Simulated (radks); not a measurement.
Results of a calculation; reference values are marked as such.
Ca I, configuration [Ar] 3d0.5 4s1.5 (fractional occupations, a model configuration).

Level of theory: Dirac Kohn-Sham, PBE, spin-unpolarised, spherical densities, finite nucleus; open shells are shared between the two j in proportion to 2j + 1; Fermi nuclear charge, rms radius 3.4776 fm (a radial shooting solver on a logarithmic mesh with Libxc functionals).

Energy parts (eV):
part                      energy
total                 -18511.630
kinetic                18656.887
electron-nucleus      -44013.187
Hartree                 7825.604
exchange-correlation    -980.935

Orbitals (lengths in bohr, moments of r in powers of bohr; r(max) is where P^2 peaks):
| orbital | occ. | eigenvalue (eV) | r(max) | <r^2> |
|---|---|---|---|---|
| 1s1/2 | 2 | -3947.443 | 0.05028 | 0.007943 |
| 2s1/2 | 2 | -412.5991 | 0.2999 | 0.1571 |
| 2p1/2 | 2 | -335.4561 | 0.2452 | 0.1316 |
| 2p3/2 | 4 | -331.7675 | 0.2473 | 0.1336 |
| 3s1/2 | 2 | -45.5918 | 0.9954 | 1.557 |
| 3p1/2 | 2 | -26.8552 | 1.047 | 1.924 |
| 3p3/2 | 4 | -26.4773 | 1.054 | 1.949 |
| 3d3/2 | 0.2 | -1.1141 | 1.327 | 12.00 |
| 3d5/2 | 0.3 | -1.1007 | 1.330 | 12.13 |
| 4s1/2 | 1.5 | -3.4376 | 3.494 | 19.98 |

The highest occupied level is 3d5/2 at -1.101 eV. The density falls to 0.001 e/bohr^3 at r = 4.97 bohr. The electron density at the nucleus is 6164 e/bohr^3.
